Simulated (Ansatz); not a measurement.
`[SiH3][O][Al]([SH])[Cl]` + `O[SiH](O)Br` → `[SiH3][O][Al]([Cl])[Br]` + `O[SiH](O)S`  (redistribution)

Gas-phase electronic energies from Ansatz, PBE0-D4/def2-TZVP geometries. CCSD(T)/CBS adds triple-zeta CCSD(T) − MP2 to the extrapolated MP2 energy (def2 sets, frozen cores). DFT in def2-TZVPP. For Br outer-core shells are correlated without core-valence functions, which leaves a few kJ/mol of doubt a bond. Scalar relativity is left out up to krypton. Each species was taken in one conformer, which may not be the lowest.

`[SiH3][O][Al]([SH])[Cl]`:

Cartesian coordinates in Å:
```
Si 0.438 0.746 1.533
O -0.004 0.039 0.134
Al -0.794 -0.779 -1.087
S 0.097 -0.982 -3.045
Cl -2.665 -1.629 -0.756
H 0.293 -0.212 2.660
H 1.858 1.174 1.439
H -0.413 1.937 1.791
H 1.191 -0.295 -2.669
```

`O[SiH](O)Br`:

```xyz
7

O    -0.806    1.359   -0.186
Si   -0.338   -0.184   -0.013
O     0.825   -0.285    1.126
Br    0.505   -1.013   -1.904
H    -0.138    2.025   -0.356
H    -1.550   -0.947    0.314
H     1.502   -0.955    1.019
```

`[SiH3][O][Al]([Cl])[Br]`:

Cartesian coordinates in Å:
```
Si 0.890 0.811 0.925
O -0.025 0.000 -0.153
Al -1.013 -0.914 -1.124
Cl -0.992 -0.639 -3.179
Br -2.369 -2.442 -0.230
H 2.227 1.082 0.338
H 1.053 0.003 2.161
H 0.230 2.098 1.263
```

`O[SiH](O)S`:

Cartesian coordinates in Å:
```
O -1.092 0.504 -0.851
Si -0.219 -0.470 0.141
O -0.420 0.120 1.646
S 1.805 -0.575 -0.536
H -0.871 0.473 -1.783
H -0.669 -1.876 0.165
H -0.522 1.068 1.741
H 1.988 0.757 -0.522
```

| level | ΔE (kJ/mol) |
| --- | --- |
| PBE0-D4 | -0.4 |
| r2SCANh-D4 | -0.6 |
| r2SCAN0-D4 | -1.1 |
| B2PLYP | -1.3 |
| PBE | 0.9 |
| r2SCAN | -0.3 |
| CCSD(T)/def2-SVP | -5.1 |
| HF/CBS(def2) | -4.6 |

**Question.** What does CCSD(T)/CBS give? (Best estimate.)

**Answer.** Ansatz gave: -1.9 kJ/mol. The listed levels differ from it by 1.5, 1.3, 0.8, 0.6, 2.8, 1.6, -3.2, -2.7 kJ/mol.

Largest T1 diagnostic among the species: 0.011.

Leaving LDA and LC-ωPBE aside and taking each functional with its dispersion term where it has one, the values, not all of them listed here, spread over 3.0 kJ/mol, from BHLYP-D4 to PBE-D4. At CCSD(T), def2-SVP lies −3.2 kJ/mol from the extrapolated value and def2-TZVPP −0.4 kJ/mol.
